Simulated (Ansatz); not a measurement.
`NC[SiH2][SiH2]Cl`. Total charge 0; spin multiplicity 1.

```xyz
13

N    -1.490    1.931    0.095
C    -0.286    1.148    0.345
Si   -0.294   -0.408   -0.722
Si    1.497   -1.798   -0.143
Cl    1.396   -2.179    1.890
H    -1.484    2.791    0.631
H    -2.318    1.417    0.369
H     0.587    1.737    0.044
H    -0.122    0.866    1.396
H    -1.557   -1.165   -0.489
H    -0.207   -0.071   -2.169
H     1.461   -3.107   -0.845
H     2.816   -1.162   -0.402
```

Question: Give the diagnostics of a CCSD(T)/def2-TZVPP run (frozen core, Ansatz 0.2.0). (An estimate is asked.)

Answer: The calculation gave: T1 = 0.0105, largest single amplitude 0.014, largest double 0.015, (T) share of the correlation energy 3.8 %, 9 CCSD cycles. The RHF solution is stable towards an unrestricted one. T1 lies under the customary mark of 0.02 for closed shells.
